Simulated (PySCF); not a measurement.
A side-by-side comparison of computed properties.

First species: C₄H₇F₃SSi.
Structure used (GFN2-xTB), in Å, numbered top down from 1:
```xyz
16
C4H7F3SSi angstrom
C      0.5799    0.9820   -1.0723
C      0.0007   -0.1474   -0.6911
C     -1.4885   -0.3605   -0.7923
C     -2.1958    0.3204    0.3664
F     -3.5183    0.0854    0.3500
F     -2.0528    1.6556    0.3358
F     -1.7527   -0.0792    1.5639
S      0.8447   -1.5424   -0.0079
Si     2.6420   -0.7190    0.8558
H      1.6407    1.1410   -1.0005
H     -0.0051    1.7925   -1.4725
H     -1.8890    0.0674   -1.7134
H     -1.7259   -1.4244   -0.7481
H      2.2382    0.4733    1.5846
H      3.5808   -0.4205   -0.2219
H      3.0935   -1.8152    1.6935
```

Second species: C₅H₁₀OSi.
Geometry (GFN2-xTB, Å), atoms numbered from 1 in this order:
```xyz
17
C5H10OSi angstrom
Si     3.1374   -1.0984    0.3694
O      1.6202   -0.6668   -0.0110
C      1.1117    0.3401   -0.7557
C     -0.1675    0.6957   -0.7015
C     -1.1632    0.0670    0.1780
C     -2.2696    0.9054    0.7628
C     -2.5822   -0.0930   -0.3022
H      3.9644   -1.2384   -0.8325
H      3.7524   -0.0928    1.2395
H      2.8611   -2.3599    1.0369
H      1.8109    0.8407   -1.4148
H     -0.5078    1.4997   -1.3360
H     -0.7582   -0.7210    0.7990
H     -2.2982    1.9524    0.5018
H     -2.5825    0.6996    1.7750
H     -3.1124   -0.9928   -0.0308
H     -2.8236    0.2744   -1.2879
```

Levels: PBE0/pcSseg-1 for dipole moment, HOMO energy, LUMO energy and HOMO–LUMO gap; GFN2-xTB for rotational constant A and rotational constant C. Geometries: GFN2-xTB. All species are isolated and taken at one optimised geometry, non-relativistic unless stated; the electronic structure was computed with PySCF and density fitting.

The conformers computed, where there is a choice (atom-mapped SMILES and torsion angles):
- `[CH2:1]=[C:2]([CH2:3][C:4]([F:5])([F:6])[F:7])[S:8][SiH3:9]`: C1–C2–C3–C4 -80°, C2–C3–C4–F5 -176°, C1–C2–S8–Si9 25°
- `[SiH3:1][O:2]/[CH:3]=[CH:4]\[CH:5]1[CH2:6][CH2:7]1`: Si1–O2–C3–C4 -164°, C3–C4–C5–C6 146°

```json
{"property": "dipole moment", "column X": "2.27 D", "column Y": "0.70 D"}
{"property": "HOMO energy", "column X": "-6.83 eV", "column Y": "-6.22 eV"}
{"property": "LUMO energy", "column X": "-0.51 eV", "column Y": "0.28 eV"}
{"property": "HOMO–LUMO gap", "column X": "6.32 eV", "column Y": "6.50 eV"}
{"property": "rotational constant A", "column X": "2.337 GHz", "column Y": "7.190 GHz"}
{"property": "rotational constant C", "column X": "0.586 GHz", "column Y": "0.810 GHz"}
```

Question: Which column belongs to which species?

Answer: Column X is the first species and column Y the second. The first has 16 atoms and 88 electrons, the second 17 and 62.

Question: How does each property change from the first species to the second?

Answer: dipole moment -1.57 D; HOMO energy +0.61 eV; LUMO energy +0.79 eV; HOMO–LUMO gap +0.18 eV; rotational constant A +4.853 GHz; rotational constant C +0.224 GHz.

On the first: A dipole of 2.27 D is allowed in C1, and pure rotational transitions are dipole-allowed. In atomic units the dipole is 0.89 e·bohr (1 au = 2.5417 D).

On the second: The dipole equals about 2.3 × 10⁻³⁰ C·m (1 D = 3.33564 × 10⁻³⁰ C·m). A dipole of 0.70 D is allowed in C1, and pure rotational transitions are dipole-allowed.
